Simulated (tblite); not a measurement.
Level: GFN2-xTB in tblite, geometry and Hessian alike; calculated harmonic values, unscaled, isolated species. This tight-binding method is rough: wavenumbers can miss measured ones by several per cent, in bad cases by 10 to 20. Modes of hydrogen on germanium and silicon can be 10 to 20 % off. One conformer each. Thermal functions are those of the rigid rotor and harmonic oscillator, without mixing of conformers.

Question: Order these by their ideal-gas entropy at 500 K and 1 bar, highest first (cal/(mol K)).
A. `CC(C)S[C@@H]1C[Si@@H]1C#N`
B. `C=[C](C)[GeH2][N](C)C`
C. `[H]/N=C/[C@H](N=C)[C@H]1C[SiH2]1`
D. `N#C[C@@]1([SiH3])CCCSC1`

Answer: A (137.4), B (128.8), D (126.6), C (122.4).

| SMILES | atoms | mass (u) | symmetry number | modes under 300 cm⁻¹ | ZPE (kcal/mol) | S translation (cal/(mol K)) | S rotation | S vibration | S | Cp |
| --- | --- | --- | --- | --- | --- | --- | --- | --- | --- | --- |
| CC(C)S[C@@H]1C[Si@@H]1C#N | 20 | 157.04 | 1 | 9 | 96.4 | 43.7 | 31.7 | 62.0 | 137.4 | 63.2 |
| C=[C](C)[GeH2][N](C)C | 20 | 161.03 | 1 | 9 | 102.0 | 43.7 | 30.4 | 54.6 | 128.8 | 58.8 |
| N#C[C@@]1([SiH3])CCCSC1 | 20 | 157.04 | 1 | 7 | 95.5 | 43.7 | 31.4 | 51.6 | 126.6 | 62.2 |
| [H]/N=C/[C@H](N=C)[C@H]1C[SiH2]1 | 18 | 126.06 | 1 | 6 | 86.0 | 43.0 | 30.7 | 48.8 | 122.4 | 56.0 |

Entropies and Cp are for 500 K and 1 bar.
